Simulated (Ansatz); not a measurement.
## Two structures, one formula

The two ends of one reaction step of CH7ClGe, closed shell (PBE0-D4/def2-TZVP).

A:

```csv
atom,x (Å),y (Å),z (Å)
Ge1,-0.6650,-0.8185,0.4834
Cl2,3.0933,0.2574,-0.8690
H3,-1.3027,-1.8410,-0.4707
H4,-1.3902,-0.8646,1.8380
C5,-0.6904,0.9757,-0.2770
H6,2.2467,-0.4090,-0.1676
H7,0.7966,-1.2685,0.7332
H8,-1.7198,1.2925,-0.4491
H9,-0.2155,1.6824,0.4044
H10,-0.1531,0.9936,-1.2256
```

B:

Ge1  (-0.483, -0.808, -0.641)
Cl2  (1.563, -1.153, -1.267)
H3  (-1.366, -1.300, -1.797)
H4  (-0.695, -1.664, 0.615)
C5  (-0.675, 1.092, -0.303)
H6  (2.018, -0.376, 1.717)
H7  (1.774, -0.156, 2.389)
H8  (-1.698, 1.313, 0.010)
H9  (0.013, 1.398, 0.486)
H10  (-0.451, 1.654, -1.210)
(Å)

Computed with Ansatz 0.2.0 (basis: def2-TZVPP); correlated methods freeze the cores. Filled d shells of the heavier atoms are correlated. The def2 sets are not built for correlating such inner shells, so the correlated values are less sure here. B3LYP uses VWN-RPA correlation.

Which structure is lower at CCSD(T), and by how much? (An estimate is asked for; the value comes from the calculation.)

The calculation gives: B, by 0.544 eV (electronic energy, against the other). By their contacts, A is a complex of CH₆Ge ([CH3][GeH3]) + HCl and B is a complex of CH₅ClGe ([CH3][GeH2][Cl]) + H₂.

All methods give the same order:

```json
{"method": "SPW92", "E(B) − E(A) (eV)": "-0.423"}
{"method": "PBE-D4", "E(B) − E(A) (eV)": "-0.553"}
{"method": "BLYP-D4", "E(B) − E(A) (eV)": "-0.579"}
{"method": "r2SCAN-D4", "E(B) − E(A) (eV)": "-0.606"}
{"method": "B97M-V", "E(B) − E(A) (eV)": "-0.540"}
{"method": "PBE0-D4", "E(B) − E(A) (eV)": "-0.562"}
{"method": "B3LYP-D4", "E(B) − E(A) (eV)": "-0.576"}
{"method": "r2SCAN0-D4", "E(B) − E(A) (eV)": "-0.600"}
{"method": "BHLYP-D4", "E(B) − E(A) (eV)": "-0.595"}
{"method": "CAM-B3LYP-D4", "E(B) − E(A) (eV)": "-0.535"}
{"method": "wB97X-V", "E(B) − E(A) (eV)": "-0.589"}
{"method": "wB97M-V", "E(B) − E(A) (eV)": "-0.592"}
{"method": "B2PLYP", "E(B) − E(A) (eV)": "-0.576"}
{"method": "PBE-QIDH", "E(B) − E(A) (eV)": "-0.589"}
{"method": "RPA on PBE", "E(B) − E(A) (eV)": "-0.528"}
{"method": "HF", "E(B) − E(A) (eV)": "-0.611"}
{"method": "MP2", "E(B) − E(A) (eV)": "-0.625"}
{"method": "CCSD", "E(B) − E(A) (eV)": "-0.528"}
{"method": "CCSD(T)", "E(B) − E(A) (eV)": "-0.544"}
```

No T1 diagnostic of these runs exceeds 0.010.

Labels in which every atom is bracketed show which atoms are joined, not bond orders.

For scale, one of the runs: CCSD(T)/def2-TZVPP, 219 basis functions, launched by `ansatz run in.yaml --threads 4 --pin off --events-out ev --progress --plain --max-ram 9574MiB`. Time: 100 s of wall clock on 4 CPU threads of an Arm Neoverse V1; the host was shared. Peak host memory: 3.2 GiB.
